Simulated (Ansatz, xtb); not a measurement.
# Ranking isomers of BF2H3N2

4 gas-phase structures of BF2H3N2, found in a search over its isomers (lower ones may exist). Each was relaxed with GFN2-xTB:

A. `[H]/N=[NH+]\[BH-](F)F`, a singlet
B. `F[B-]1(F)N[NH2+]1`, a singlet
C. `NNB(F)F`, a singlet
D. `[NH3+][N-]B(F)F`, a singlet

Make a reasoned guess at their ranking by r2SCAN-D4/def2-SVP single-point energy.

Calculated order at r2SCAN-D4/def2-SVP: C (0.0), B (16.2), D (33.9), A (40.8) kcal/mol.

Energies above the lowest of each column, in kcal/mol; the last columns are at PBE0-D3(BJ)/def2-SVP geometries and were run for some of them only (a dash: not run or not comparable):

| structure | GFN2-xTB | HF/STO-3G | r2SCAN-D4/def2-SVP | PBE0-D3(BJ)/def2-SVP | CCSD(T)/def2-SVP + ΔMP2/def2-TZVPP |
| --- | --- | --- | --- | --- | --- |
| C | 0.0 | 0.0 | 0.0 | 0.0 | 0.0 |
| B | 19.1 | 21.1 | 16.2 | 16.4 | 16.6 |
| D | 40.9 | 64.2 | 33.9 | 34.7 | 32.6 |
| A | 39.5 | 71.4 | 40.8 | – | – |

Every level run on C puts it lowest or level with the lowest. Flexible structures stand in one conformer each, not always the lowest. Frequencies (PBE0-D3(BJ)/def2-SVP) were run for B, C, D alone. ΔMP2 is the change of the MP2 energy from the smaller to the larger basis.

Over these structures GFN2-xTB departs from r2SCAN-D4/def2-SVP by 2.8 kcal/mol on average once a common shift is removed. A GFN2-xTB relaxation took about 0.076 s and the r2SCAN-D4/def2-SVP energy about 0.94 s on a shared host (Ansatz 0.2.0, xtb 6.7.1).
